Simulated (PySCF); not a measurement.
HfCl2, SMILES [Hf]([Cl])[Cl] (connectivity only; charge and spin as stated), neutral, multiplicity 3. Atoms are numbered in the order given.

```xyz
3

Hf     0.0000     0.0000    -0.1501
Cl     0.0000    -2.3227     0.3178
Cl     0.0000     2.3227     0.3178
```
Charge 0, spin multiplicity 3.

Geometry optimised at B3LYP-D3(BJ)/def2-TZVP. The multiplicity is an assumed one; other spin states were not compared. The def2 effective core potentials stand for the cores of Hf; spin–orbit coupling is left out.

All values below come from ωB97X/def2-TZVPD in PySCF.

Mulliken values depend strongly on the basis, most of all with diffuse functions as here. ESP charges are fitted to the potential on shells at 1.4 to 2.0 van der Waals radii. Atomic charges (e):

| atom | Mulliken | ESP fit | Mulliken spin |
|---|---|---|---|
| Hf1 | 0.83 | 0.55 | 1.97 |
| Cl2 | -0.42 | -0.27 | 0.01 |
| Cl3 | -0.42 | -0.27 | 0.01 |
